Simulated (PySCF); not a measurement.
Compound: C₂H₇OSi (doublet state).
Geometry (GFN2-xTB, Å), atoms numbered from 1 in this order:
```xyz
11
C2H7OSi angstrom
C     -1.569    0.701    0.146
C     -0.345   -0.137    0.476
O      0.705    0.203   -0.397
Si     2.206   -0.396   -0.464
H     -1.877    0.517   -0.880
H     -2.387    0.447    0.815
H     -1.334    1.757    0.253
H     -0.573   -1.205    0.371
H     -0.028    0.041    1.511
H      2.976   -0.117    0.743
H      2.232   -1.811   -0.815
```

The hyperfine couplings belong to this conformer and change with its torsions.

The species is `CCO[SiH2]` [radical].

Computed, not measured: PySCF 2.14.0, UKS B3LYP, pcH-1 on C H O Si, non-relativistic, mean-field spin-orbit, GIAO. Geometry: GFN2-xTB, one conformer, isolated molecule. A GFN2-xTB geometry isn't a minimum of the functional, and hyperfine couplings can be far from their values at a DFT geometry, by a factor of two or more for some ions and for spin on atoms past the first row. Stability of the SCF solution: not tested.

Problem. Match the computed a_iso(13C) values +36.4, -1.1 MHz with the sites C1; C2.

Solution. 
```tsv
site	a_iso (MHz)	ρ(0) (bohr⁻³)	position	distance from Si4 (Å)	spin population	largest |T| (MHz)
C1	-1.1	-0.0010	3 bonds from Si4	3.98	0.00	0.7
C2	+36.4	+0.0324	2 bonds from Si4	2.73	+0.02	5.8
```

Problem. The isotropic 1H couplings, averaged over equivalent nuclei, are +71.0, -2.0, +0.3 MHz. Assign them to H5/H6/H7; H8/H9; H10/H11.

Solution. 
```
    site  a_iso (MHz)  ρ(0) (bohr⁻³)          position  distance from Si4 (Å)  bound to  spin population there  largest |T| (MHz)
H5/H6/H7         +0.3        +0.0001  4 bonds from Si4                   4.42        C1                   0.00                1.7
   H8/H9         -2.0        -0.0004  3 bonds from Si4                   3.01        C2                  +0.02                3.8
 H10/H11        +71.0        +0.0159   1 bond from Si4                   1.46       Si4                  +0.94                9.5
```

ρ(0) is the spin density at the nucleus and T the dipolar tensor; a_iso includes a spin–orbit part; entries for several nuclei are means. The largest Mulliken spin population is on Si4 (+0.94). The angles at Si4 add up to 337.4°, so it is pyramidal.

Class means assume fast exchange of nuclei equivalent by connectivity; if that motion is slow, each nucleus keeps its own coupling.
